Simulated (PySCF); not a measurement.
SMILES O([SiH]C)CC (C3H9OSi), doublet, PBE0/def2-SVP optimised geometry.

```
14

C      1.88    -0.03     0.43
C      0.45     0.02     0.90
O     -0.37    -0.69     0.00
Si    -2.04    -0.69     0.00
C     -2.58    -1.59    -1.55
H      2.54     0.51     1.13
H      1.98     0.43    -0.57
H      2.23    -1.07     0.36
H      0.36    -0.42     1.91
H      0.11     1.07     0.98
H     -2.54     0.74     0.00
H     -2.22    -2.63    -1.54
H     -3.68    -1.60    -1.63
H     -2.17    -1.10    -2.44
```

Density from unrestricted PBE0/def2-TZVP (PySCF) at that geometry.

Minimum of the electron density along straight lines between bonded atoms, close to the bond critical point (lines longer than 1.1 times the sum of covalent radii, or with two minima, are not listed):

```tsv
bond	length / Å	ρ at the minimum / e bohr⁻³	∇²ρ there / e bohr⁻⁵	position (fraction from the first atom)
C1–C2	1.511	0.258	(withheld)	0.49
C2–O3	1.407	0.258	(withheld)	0.35
O3–Si4	1.673	0.129	0.74	0.59
Si4–C5	1.874	0.122	(withheld)	0.39
C1–H6	1.101	0.271	-0.91	0.64
C1–H7	1.100	0.272	-0.91	0.64
C1–H8	1.100	0.272	-0.92	0.64
C2–H9	1.107	0.277	-0.96	0.65
C2–H10	1.108	0.276	-0.95	0.64
Si4–H11	1.510	0.117	0.12	0.49
C5–H12	1.100	0.267	-0.88	0.64
C5–H13	1.101	0.266	-0.87	0.64
C5–H14	1.102	0.265	-0.86	0.64
```

Task: What belongs in the gaps?

Result: 
- C1–C2, ∇²ρ there / e bohr⁻⁵: -0.68
- C2–O3, ∇²ρ there / e bohr⁻⁵: -0.50
- Si4–C5, ∇²ρ there / e bohr⁻⁵: 0.17
